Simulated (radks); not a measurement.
These are the eigenvalues of the occupied orbitals of an atom or ion with whole-number occupations (hartree). Method: Dirac Kohn-Sham, PBE, spin-unpolarised, spherical densities, finite nucleus; Fermi nuclear charge, rms radius of each element as measured or else 0.836 A^(1/3) + 0.57 fm; computed with a radial shooting solver on a logarithmic mesh with Libxc functionals.

orbital  eigenvalue
1s1/2     -489.7879
2s1/2     -64.18761
2p1/2     -57.85345
2p3/2     -56.10772
3s1/2      -9.27329
3p1/2      -7.07052
3p3/2      -6.81915
3d3/2      -2.99914
3d5/2      -2.95912
4p1/2      -0.70421
4p3/2      -0.68204

Which element is it, and in what charge state? The configuration may be excited. Open shells, if any, fill j = l - 1/2 first.

Answer. Z = 35, bromine, charge +1: Br+ in [Ar] 3d10 4p6. The list shows which subshells hold electrons but not how many an open one holds; the 1s level, -489.79 hartree, gives Z - s = 31.3 by -(Z - s)^2/2, which with screening and relativity narrows Z to a few neighbours, and the depths of the outer levels then fix element, charge and occupations together.
